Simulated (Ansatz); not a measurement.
Abridged output of a molecular run in Ansatz:

```
Functional definition: HF
1756 factors; integrals over basis functions are off by at most 9.6e-4 eV
mean field evaluation 1: about -17850.9180 eV, gradient 4.0e1 eV
mean field evaluation 2: about -17851.1865 eV, gradient 4.0e1 eV
mean field evaluation 4: about -17854.9813 eV, gradient 4.6e0 eV
mean field evaluation 8: about -17855.0550 eV, gradient 3.2e-1 eV
mean field -17855.05546213 eV, -656.1611856420 hartree, gradient 5.1e-6 eV, S^2 0.000000; 0 other end points of the search recorded, 0 dependent functions left out
10 core orbitals not correlated: weight in the atoms' cores, before any rotation towards them, 1.000 or more for the frozen orbitals, at most 0.000 for the correlated occupied ones
reference -17855.05546213 eV, -656.1611856420 hartree; 18, 18 occupied and 267, 267 virtual orbitals, 1756 factors
second order -29.46721547 eV of doubles, -0.00000000 eV of singles
cycle   1  -30.00473313 eV  change   -5.4e-1 eV  update   1.1e-1
cycle   2  -30.67455701 eV  change   -6.7e-1 eV  update   3.2e-2
cycle   3  -30.81594551 eV  change   -1.4e-1 eV  update   1.6e-2
cycle   4  -30.80427782 eV  change    1.2e-2 eV  update   3.9e-3
cycle   5  -30.80215656 eV  change    2.1e-3 eV  update   1.7e-3
cycle   6  -30.80276230 eV  change   -6.1e-4 eV  update   6.0e-4
cycle   7  -30.80237360 eV  change    3.9e-4 eV  update   2.0e-4
cycle   8  -30.80232371 eV  change    5.0e-5 eV  update   7.5e-5
cycle   9  -30.80236382 eV  change   -4.0e-5 eV  update   2.6e-5
perturbative correction -1.20725269 eV, -0.0443657181 hartree
Total energy: -17887.06507865 eV, -657.3375173521 hartree
```

Its atoms:

Cartesian coordinates in Å:
```
C -0.356 -0.568 1.287
N 0.004 -0.160 -0.047
C 0.196 -1.258 -0.966
B 0.162 1.170 -0.436
F 0.500 1.456 -1.703
S -0.077 2.560 0.730
H -1.290 -1.142 1.281
H -0.496 0.298 1.934
H 0.424 -1.200 1.727
H 0.466 -0.883 -1.951
H -0.720 -1.853 -1.057
H 0.994 -1.923 -0.615
H 0.195 3.503 -0.184
```

Problem. Which basis set was used?
A. cc-pV(Q+d)Z
B. def2-SVP
C. def2-TZVPP
D. def2-QZVPP

Solution. C. It gives 295 functions.

Problem. Write the keys of the input that set method, charge and spin (a neutral closed shell needs none for the last two).

Solution. 
```yaml
correlation: {method: ccsd_t}
```
